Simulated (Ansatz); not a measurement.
One change: `O[CH]([SiH3])[GeH3]` becomes `OC([SiH3])S`.

Ansatz, PBE0-D4/def2-TZVP geometries, multiplicity 1. Each molecule was computed in one conformer, which needn't be the lowest.

Scalar relativity is left out up to krypton.

```json
{"property": "HOMO–LUMO gap (ωB97M-V/def2-TZVPP) / eV", "`O[CH]([SiH3])[GeH3]`": "11.73"}
{"property": "size of the dipole moment (B3LYP/def2-TZVPP) / D", "`O[CH]([SiH3])[GeH3]`": "1.37"}
{"property": "LUMO energy (ωB97M-V/def2-TZVPP) / eV", "`O[CH]([SiH3])[GeH3]`": "1.75"}
{"property": "LUMO energy (B3LYP/def2-TZVPP) / eV", "`O[CH]([SiH3])[GeH3]`": "-0.10"}
{"property": "size of the dipole moment (PBE/def2-TZVPP) / D", "`O[CH]([SiH3])[GeH3]`": "1.31"}
{"property": "LUMO energy (PBE/def2-TZVPP) / eV", "`O[CH]([SiH3])[GeH3]`": "-0.68"}
```

(1) Give the same properties after the change, and the shifts. (Best estimate.)

Results:

(1) Computed: 
```tsv
property	`OC([SiH3])S`	shift
HOMO–LUMO gap (ωB97M-V/def2-TZVPP) / eV	11.15	-0.58
size of the dipole moment (B3LYP/def2-TZVPP) / D	2.10	0.73
LUMO energy (ωB97M-V/def2-TZVPP) / eV	1.63	-0.12
LUMO energy (B3LYP/def2-TZVPP) / eV	-0.30	-0.20
size of the dipole moment (PBE/def2-TZVPP) / D	2.04	0.73
LUMO energy (PBE/def2-TZVPP) / eV	-0.92	-0.24
```

With PBE0 the HOMO rises by 0.43 eV and the LUMO falls by 0.20 eV, so the gap narrows by about 0.63 eV. PBE moves the HOMO by 0.21 eV and ωB97M-V by 0.46 eV. Dipoles are sizes alone; their direction can turn.

B3LYP here is the variant with VWN-RPA as its local correlation; programs differ in this.
